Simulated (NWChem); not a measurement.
SiH5O4 cation; SMILES [OH2+][Si](O)(O)O

```xyz
10

O     -0.9663     1.2055    -0.6693
Si    -0.0819     0.1362     0.1348
O     -0.7893    -1.0481     0.9650
O      1.2880     0.7638     0.6908
O      0.5681    -1.0316    -1.1214
H     -1.8919     1.0955    -0.9159
H     -1.0809    -1.0033     1.8828
H      1.4446     1.7131     0.7645
H      1.3883    -0.8471    -1.6120
H      0.4830    -1.9831    -0.9267
```
Atoms are numbered in this order, from 1.

All runs: NWChem. Pople sets run with spherical d functions. All runs use the structure optimised with PBE0/def2-SVP. Level M06-L/6-31G*: energy and gradient on several grids; changes count from the extra-fine grid, which is no exact limit either.

| grid | size of the energy change (μHa) | largest change of a gradient component (μHa/bohr) | time, medium = 1 (rough) |
|---|---|---|---|
| xcoarse | 500 | 3000 | about 1 |
| coarse | 2000 | 600 | about 1 |
| medium | 40 | 100 | about 1 |
| fine | 10 | 100 | about 1 |
| xfine | < 10 | < 30 | 3 |
